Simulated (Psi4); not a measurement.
Input for Psi4: SAPT0/jun-cc-pV(D+d)Z on CH4O2S (a complex).

```
memory 2025 MB

molecule dimer {
0 1
C    -0.00756715    0.05997987   -0.05705564
H    -0.09634303    1.05433247    0.37836588
H    -0.78962454   -0.58605539    0.33942521
H    -0.11048423    0.12919195   -1.13877248
H     0.97087872   -0.35944156    0.17915124
--
0 1
O     0.16509711    1.20924521    3.47304584
S     0.40659848   -0.20337849    3.35081768
O    -0.71235781   -1.10561971    3.40262023
units angstrom
symmetry c1
no_reorient
no_com
}

set {
  basis jun-cc-pV(D+d)Z
  scf_type df
  freeze_core true
}

energy('sapt0')
```

The log:

```
[...]
==> Input File <==

--------------------------------------------------------------------------
memory 2025 MB

molecule dimer {
0 1
C    -0.00756715    0.05997987   -0.05705564
H    -0.09634303    1.05433247    0.37836588
H    -0.78962454   -0.58605539    0.33942521
H    -0.11048423    0.12919195   -1.13877248
H     0.97087872   -0.35944156    0.17915124
--
0 1
O     0.16509711    1.20924521    3.47304584
S     0.40659848   -0.20337849    3.35081768
O    -0.71235781   -1.10561971    3.40262023
units angstrom
symmetry c1
no_reorient
no_com
}

set {
  basis jun-cc-pV(D+d)Z
  scf_type df
  freeze_core true
}

energy('sapt0')
--------------------------------------------------------------------------


   => Loading Basis Set <=

    Name: JUN-CC-PV(D+D)Z
    Role: ORBITAL
    Keyword: BASIS
    atoms 1    entry C          line   188 file jun-cc-pv_dpd_z.gbs
    atoms 2-5  entry H          line    60 file jun-cc-pv_dpd_z.gbs
    atoms 6, 8 entry O          line   256 file jun-cc-pv_dpd_z.gbs
    atoms 7    entry S          line   698 file jun-cc-pv_dpd_z.gbs

   => Loading Basis Set <=

    Name: JUN-CC-PV(D+D)Z
    Role: ORBITAL
    Keyword: BASIS
    atoms 1    entry C          line   188 file jun-cc-pv_dpd_z.gbs
    atoms 2-5  entry H          line    60 file jun-cc-pv_dpd_z.gbs
    atoms 6, 8 entry O          line   256 file jun-cc-pv_dpd_z.gbs
    atoms 7    entry S          line   698 file jun-cc-pv_dpd_z.gbs


  //>>>>>>>>>>>>>>>>>>>>>>>>>>>>>>>>>>>//
  //              Dimer HF             //
  //<<<<<<<<<<<<<<<<<<<<<<<<<<<<<<<<<<<//

   => Libint2 <=

    Primary   basis highest AM E, G, H:  7, 6, 3
    Auxiliary basis highest AM E, G, H:  7, 7, 4
    Onebody   basis highest AM E, G, H:  -, -, -
    Solid Harmonics ordering:            Gaussian


   => Loading Basis Set <=

    Name: JUN-CC-PV(D+D)Z
    Role: ORBITAL
    Keyword: BASIS
    atoms 1    entry C          line   188 file jun-cc-pv_dpd_z.gbs
    atoms 2-5  entry H          line    60 file jun-cc-pv_dpd_z.gbs
    atoms 6, 8 entry O          line   256 file jun-cc-pv_dpd_z.gbs
    atoms 7    entry S          line   698 file jun-cc-pv_dpd_z.gbs


         ---------------------------------------------------------
                                   SCF
               by Justin Turney, Rob Parrish, Andy Simmonett
                          and Daniel G. A. Smith
                              RHF Reference
                        1 Threads,   1931 MiB Core
         ---------------------------------------------------------

  ==> Geometry <==

    Molecular point group: c1
    Full point group: C1

    Geometry (in Angstrom), charge = 0, multiplicity = 1:

       Center              X                  Y                   Z               Mass
    ------------   -----------------  -----------------  -----------------  -----------------
         C           -0.007567150000     0.059979870000    -0.057055640000    12.000000000000
         H           -0.096343030000     1.054332470000     0.378365880000     1.007825032230
         H           -0.789624540000    -0.586055390000     0.339425210000     1.007825032230
         H           -0.110484230000     0.129191950000    -1.138772480000     1.007825032230
         H            0.970878720000    -0.359441560000     0.179151240000     1.007825032230
         O            0.165097110000     1.209245210000     3.473045840000    15.994914619570
         S            0.406598480000    -0.203378490000     3.350817680000    31.972071174400
         O           -0.712357810000    -1.105619710000     3.402620230000    15.994914619570

  Running in c1 symmetry.

  Rotational constants: A =      0.27734  B =      0.02249  C =      0.02134 [cm^-1]
  Rotational constants: A =   8314.47730  B =    674.36666  C =    639.72099 [MHz]
  Nuclear repulsion =  168.443598273600855

  Charge       = 0
  Multiplicity = 1
  Electrons    = 42
  Nalpha       = 21
  Nbeta        = 21

  ==> Algorithm <==

  SCF Algorithm Type is DF.
  DIIS enabled.
  MOM disabled.
  Fractional occupation disabled.
  Guess Type is SAD.
  Energy threshold   = 1.00e-08
  Density threshold  = 1.00e-08
  Integral threshold = 1.00e-12

  ==> Primary Basis <==

  Basis Set: JUN-CC-PV(D+D)Z
    Blend: JUN-CC-PV(D+D)Z
    Number of shells: 47
    Number of basis functions: 101
    Number of Cartesian functions: 106
    Spherical Harmonics?: true
    Max angular momentum: 2

   => Loading Basis Set <=

    Name: (JUN-CC-PV(D+D)Z AUX)
    Role: JKFIT
    Keyword: DF_BASIS_SCF
    atoms 1    entry C          line   146 file jun-cc-pvdz-jkfit.gbs
    atoms 2-5  entry H          line    70 file jun-cc-pvdz-jkfit.gbs
    atoms 6, 8 entry O          line   258 file jun-cc-pvdz-jkfit.gbs
    atoms 7    entry S          line   666 file jun-cc-pvdz-jkfit.gbs

  ==> Integral Setup <==

  DFHelper Memory: AOs need 0.037 GiB; user supplied 1.414 GiB.
  SCF_SUBTYPE=INCORE selected. In-core MEM_DF algorithm will be used.
  Using in-core AOs.

  ==> MemDFJK: Density-Fi
[...]
  NB   [    16 ]

  @DF-RHF Final Energy:  -547.22097094487140

   => Energetics <=

    Nuclear Repulsion Energy =            107.8605448644623834
    One-Electron Energy =                -968.8681462394664550
    Two-Electron Energy =                 313.7866304301326750
    Total Energy =                       -547.2209709448713966

Computation Completed


Properties will be evaluated at   0.000000,   0.000000,   0.000000 [a0]

Properties computed using the SCF density matrix


 Multipole Moments:

 ------------------------------------------------------------------------------------
     Multipole            Electronic (a.u.)      Nuclear  (a.u.)        Total (a.u.)
 ------------------------------------------------------------------------------------

 L = 1.  Multiply by 2.5417464519 to convert [e a0] to [Debye]
 Dipole X            :         -3.1824623            4.0203736            0.8379113
 Dipole Y            :          4.2681550           -4.5826838           -0.3145288
 Dipole Z            :       -205.3637151          205.2590498           -0.1046653
 Magnitude           :                                                    0.9010986

 ------------------------------------------------------------------------------------

  Constructing Basis Sets for SAPT...

   => Loading Basis Set <=

    Name: (JUN-CC-PV(D+D)Z AUX)
    Role: RIFIT
    Keyword: DF_BASIS_SAPT
    atoms 1    entry C          line   100 file jun-cc-pvdz-ri.gbs
    atoms 2-5  entry H          line    30 file jun-cc-pvdz-ri.gbs
    atoms 6, 8 entry O          line   188 file jun-cc-pvdz-ri.gbs
    atoms 7    entry S          line   488 file jun-cc-pvdz-ri.gbs

   => Loading Basis Set <=

    Name: (JUN-CC-PV(D+D)Z AUX)
    Role: JKFIT
    Keyword: DF_BASIS_ELST
    atoms 1    entry C          line   146 file jun-cc-pvdz-jkfit.gbs
    atoms 2-5  entry H          line    70 file jun-cc-pvdz-jkfit.gbs
    atoms 6, 8 entry O          line   258 file jun-cc-pvdz-jkfit.gbs
    atoms 7    entry S          line   666 file jun-cc-pvdz-jkfit.gbs


  //>>>>>>>>>>>>>>>>>>>>>>>>>>>>>>>>>>>//
  //               SAPT0               //
  //<<<<<<<<<<<<<<<<<<<<<<<<<<<<<<<<<<<//



        SAPT0
    Ed Hohenstein
     6 June 2009

      Orbital Information
  --------------------------
    NSO        =       101
    NMO        =       101
    NRI        =       336
    NRI (Elst) =       450
    NOCC A     =         5
    NOCC B     =        16
    FOCC A     =         1
    FOCC B     =         7
    NVIR A     =        96
    NVIR B     =        85

    Elst10,r            =    -0.001516358684 [Eh]
    Exch10              =     0.003133121528 [Eh]
    Exch10 (S^2)        =     0.003127302039 [Eh]

    Maxiter = 50
    CPHF R converge = 1.000000E-08

    Iter     Energy [mEh]          dE [mEh]         Residual      Time [s]
       1      -0.92665186       0.926651859     4.249067e-03             0
       2      -1.10864319       0.181991329     8.544894e-04             0
       3      -1.11571883       0.007075642     2.216818e-04             0
       4      -1.11375537      -0.001963460     5.066212e-05             0
       5      -1.11324317      -0.000512198     7.992060e-06             0
       6      -1.11336368       0.000120511     1.116787e-06             0
       7      -1.11335362      -0.000010060     1.521736e-07             0
       8      -1.11335446       0.000000832     2.162214e-08             0
       9      -1.11335438      -0.000000079     2.403006e-09             0

    CHF Iterations converged

    Maxiter = 50
    CPHF R converge = 1.000000E-08

    Iter     Energy [mEh]          dE [mEh]         Residual      Time [s]
       1      -0.14858941       0.148589410     1.526459e-03             0
       2      -0.17675831       0.028168903     4.065884e-04             0
       3      -0.17779690       0.001038584     1.021855e-04             0
       4      -0.17748428      -0.000312613     3.607492e-05             0
       5      -0.17738565      -0.000098635     9.472194e-06             0
       6      -0.17743356       0.000047910     4.841387e-06             0
       7      -0.17742408      -0.000009476     3.148949e-06             0
       8      -0.17741945      -0.000004628     8.303857e-07             0
       9      -0.17742089       0.000001435     1.938562e-07             0
      10      -0.17742091       0.000000022     5.419119e-08             0
      11      -0.17742085      -0.000000058     1.027577e-08             0
      12      -0.17742086       0.000000007     3.423083e-09             0

    CHF Iterations converged

    Ind20,r (A<-B)      =    -0.001113354376 [Eh]
    Ind20,r (B<-A)      =    -0.000177420860 [Eh]
    Ind20,r             =    -0.001290775236 [Eh]
    Exch-Ind20,r (A<-B) =     0.000733947219 [Eh]
    Exch-Ind20,r (B<-A) =     0.000168900037 [Eh]
    Exch-Ind20,r        =     0.000902847256 [Eh]
    Disp20              =    -0.002155697390 [Eh]
    Disp20 (SS)         =    -0.001077848695 [Eh]
    Disp20 (OS)         =    -0.001077848695 [Eh]
    Exch-Disp20         =     0.000187912485 [Eh]
    Exch-Disp20 (SS)    =     0.000102584316 [Eh]
    Exch-Disp20 (OS)    =     0.000085328169 [Eh]

    SAPT Results
  --------------------------------------------------------------------------------------------------------
    Electrostatics                 -1.51635868 [mEh]      -0.95152944 [kcal/mol]      -3.98119918 [kJ/mol]
      Elst10,r                     -1.51635868 [mEh]      -0.95152944 [kcal/mol]      -3.98119918 [kJ/mol]

    Exchange                        3.13312153 [mEh]       1.96606344 [kcal/mol]       8.22600944 [kJ/mol]
      Exch10                        3.13312153 [mEh]       1.96606344 [kcal/mol]       8.22600944 [kJ/mol]
      Exch10(S^2)                   3.12730204 [mEh]       1.96241166 [kcal/mol]       8.21073037 [kJ/mol]

    Induction                      -0.60850306 [mEh]      -0.38184144 [kcal/mol]      -1.59762456 [kJ/mol]
      Ind20,r                      -1.29077524 [mEh]      -0.80997369 [kcal/mol]      -3.38892992 [kJ/mol]
      Exch-Ind20,r                  0.90284726 [mEh]       0.56654521 [kcal/mol]       2.37042514 [kJ/mol]
      delta HF,r (2)               -0.22057508 [mEh]      -0.13841295 [kcal/mol]      -0.57911979 [kJ/mol]

    Dispersion                     -1.96778490 [mEh]      -1.23480367 [kcal/mol]      -5.16641856 [kJ/mol]
      Disp20                       -2.15569739 [mEh]      -1.35272053 [kcal/mol]      -5.65978272 [kJ/mol]
      Exch-Disp20                   0.18791249 [mEh]       0.11791686 [kcal/mol]       0.49336416 [kJ/mol]
      Disp20 (SS)                  -1.07784870 [mEh]      -0.67636027 [kcal/mol]      -2.82989136 [kJ/mol]
      Disp20 (OS)                  -1.07784870 [mEh]      -0.67636027 [kcal/mol]      -2.82989136 [kJ/mol]
      Exch-Disp20 (SS)              0.10258432 [mEh]       0.06437263 [kcal/mol]       0.26933509 [kJ/mol]
      Exch-Disp20 (OS)              0.08532817 [mEh]       0.05354423 [kcal/mol]       0.22402908 [kJ/mol]

  Total HF                          1.00825978 [mEh]       0.63269257 [kcal/mol]       2.64718570 [kJ/mol]
  Total SAPT0                      -0.95952512 [mEh]      -0.60211110 [kcal/mol]      -2.51923286 [kJ/mol]

  Special recipe for scaled SAPT0 (see Manual):
    Electrostatics sSAPT0          -1.51635868 [mEh]      -0.95152944 [kcal/mol]      -3.98119918 [kJ/mol]
    Exchange sSAPT0                 3.13312153 [mEh]       1.96606344 [kcal/mol]       8.22600944 [kJ/mol]
    Induction sSAPT0               -0.60345344 [mEh]      -0.37867275 [kcal/mol]      -1.58436679 [kJ/mol]
    Dispersion sSAPT0              -1.96673391 [mEh]      -1.23414416 [kcal/mol]      -5.16365917 [kJ/mol]
  Total sSAPT0                     -0.95342451 [mEh]      -0.59828291 [kcal/mol]      -2.50321571 [kJ/mol]
  --------------------------------------------------------------------------------------------------------



*** Psi4 exiting successfully. Buy a developer a beer!
```

The run finished.

Cost: about 7 core-seconds (a rough figure).
